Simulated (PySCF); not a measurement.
Compound: Si(vinyl)2(SiH3)2, C4H12Si3.
SMILES: `C=C[Si]([SiH3])([SiH3])C=C`

The closed-shell ground state was solved at several levels (PySCF, density fitting, gas phase, non-relativistic). Geometry: PBE0-D3(BJ)/def2-SVP, one conformer, isolated molecule.

```csv
level,basis functions,total energy (Eh),HOMO (eV),LUMO (eV),gap (eV),dipole (D)
PBE0/pcSseg-1,200,-1027.4552,-7.24,-0.72,6.52,1.17
wB97X-D/pcSseg-1,200,-1027.9581,-8.97,1.05,10.02,1.18
```

(1) Estimate the row for CAM-B3LYP/def2-SVPD, a basis of 248 functions; the other rows only guide the guess.

(2) Over all these levels, which gives the widest orbital gap and which the narrowest?

(3) How far do the dipole and the HOMO energy spread over the levels?

Results:

(1) Total energy -1027.6033 Eh, HOMO -8.41 eV, LUMO 0.38 eV, gap 8.79 eV, dipole 1.10 D.

(2) wB97X-D/pcSseg-1 (range-separated hybrid) has the widest, 10.02 eV, and PBE0/pcSseg-1 (global hybrid, 25 % exact exchange) the narrowest, 6.52 eV. The two share the basis. From the narrowest to the widest the HOMO moves by -1.73 eV and the LUMO by +1.77 eV.

(3) The dipole runs from 1.10 to 1.18 D (mean 1.15 D) and the HOMO from -8.97 to -7.24 eV.

wB97X-D is run here without its empirical dispersion term; that term would change no orbital, density or response property at a fixed geometry.
